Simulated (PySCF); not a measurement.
C2H12Si3.
Numbering: `[CH3:1][SiH2:2][CH:3]([SiH3:4])[SiH3:5]` (hydrogens: H6, H7, H8 on C1; H9, H10 on Si2; H11 on C3; H12, H13, H14 on Si4; H15, H16, H17 on Si5)

Level: PBE0/pcSseg-1 and PBE0/def2-SVPD in PySCF, non-relativistic, on one gas-phase PBE0-D3(BJ)/def2-SVP geometry that isn't relaxed in the solvent. The solvent is an IEF-PCM continuum (cavity from Bondi-type radii × 1.2). Only the electrostatic response of the medium enters.

Gas phase at PBE0/pcSseg-1: HOMO -8.58 eV, LUMO 0.29 eV, dipole 1.21 D.

Q: What does the continuum do to the energy, the frontier levels and the dipole at PBE0/pcSseg-1 in cyclohexane and acetonitrile?

A: 
```json
{"solvent": "cyclohexane", "ε": "2.017", "E(solvent) − E(gas) (kJ/mol)": "-1.89", "polarisation term (kJ/mol)": "-1.99", "distortion of the solute (kJ/mol)": "0.10", "HOMO (eV)": "-8.49", "LUMO (eV)": "0.38", "dipole (D)": "1.36"}
{"solvent": "acetonitrile", "ε": "35.69", "E(solvent) − E(gas) (kJ/mol)": "-5.03", "polarisation term (kJ/mol)": "-5.85", "distortion of the solute (kJ/mol)": "0.82", "HOMO (eV)": "-8.40", "LUMO (eV)": "0.45", "dipole (D)": "1.65"}
```

Polarisation term: ½ Σ q·V over the induced surface charges. Distortion: the rise of the solute's own energy as its density leaves the gas-phase optimum. From cyclohexane to acetonitrile the lowering changes by a factor 2.66, Onsager's factor (ε − 1)/(2ε + 1) by 2.37 and ε itself by 17.7.

Q: Which radius a makes the point-dipole formula ΔE = −[(ε − 1)/(2ε + 1)]·μ²/a³ give the value in acetonitrile, with the gas-phase dipole?

A: μ = 0.476 au and |ΔE| = 0.00192 Eh give a = 2.03 Å; the farthest nucleus lies 3.48 Å from the centroid of the nuclei, so such a sphere wouldn't even hold the nuclei. The formula assumes a rigid point dipole at the centre of a sphere.

Q: Which Hirshfeld charges (PBE0/pcSseg-1) respond most in acetonitrile (means over atoms taken as equivalent)?

A: 
```csv
atoms,environment,gas (e),solvent (e),change
H11,methine hydrogen,+0.046,+0.056,+0.010
H9/H10,Si–H hydrogen,-0.083,-0.088,-0.005
H6/H7/H8,methyl hydrogen,+0.044,+0.047,+0.003
C3,sp3 carbon bound to silicon,-0.279,-0.276,+0.003
H12 (×6),Si–H hydrogen,-0.076,-0.079,-0.003
Si2,SiH2 silicon,+0.334,+0.336,+0.002
Si4/Si5,SiH3 silicon,+0.300,+0.301,+0.001
C1,Si-methyl carbon,-0.209,-0.209,0.000
```

Gas phase at PBE0/def2-SVPD: HOMO -8.52 eV, LUMO 0.12 eV, dipole 1.27 D.

Q: What does the continuum do to the energy, the frontier levels and the dipole at PBE0/def2-SVPD in acetonitrile?

A: 
```tsv
solvent	ε	E(solvent) − E(gas) (kJ/mol)	polarisation term (kJ/mol)	distortion of the solute (kJ/mol)	HOMO (eV)	LUMO (eV)	dipole (D)
acetonitrile	35.69	-5.29	-6.32	1.03	-8.36	0.28	1.79
```

Q: How does the static polarisability (PBE0/def2-SVPD, frozen core, with the continuum's full static response) change?

A: 
```csv
medium,isotropic (au),principal values (au),⟨r²⟩ of the electrons (bohr²)
gas,108.1,"91.9, 111.8, 120.8",1170.1
acetonitrile,150.2,"134.8, 154.7, 161.1",1170.7
```

The isotropic value in acetonitrile is 1.39 times the gas-phase one; no cavity-field correction is applied. ⟨r²⟩ is taken about the centre of nuclear charge.

The values belong to the conformer `[CH3:1][SiH2:2][CH:3]([SiH3:4])[SiH3:5]`: C1–Si2–C3–Si4 -65°.
